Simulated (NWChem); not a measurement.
Atomisation of diarsenic (As2)

```
As
As 1 2.0913
```
Charge 0, spin multiplicity 1.

Everything below was run with NWChem. Structure: optimised with PBE0/def2-SVP, a minimum by its harmonic frequencies.

Basis set: def2-TZVP. The atomisation energy is electronic alone: no zero-point, thermal, spin-orbit or counterpoise terms. No value is extrapolated to the basis-set limit. Free atoms are single determinants with multiplicities As 4. Correlated methods freeze the same cores in atoms and molecule, 18 orbitals in all.

The Hamiltonian is non-relativistic. The stability of the SCF solutions was not checked. Open-shell Hartree-Fock references start from PBE0 orbitals. Coupled-cluster values serve here as a point of comparison, not as the truth.

Question: One of these methods gave an atomisation energy of 95.0 kcal/mol. Which?
A) TPSS
B) PBE0
C) PBE
D) CCSD(T)

Answer: A, TPSS. The others give 86.7 (PBE0), 83.8 (CCSD(T)), 98.5 (PBE).
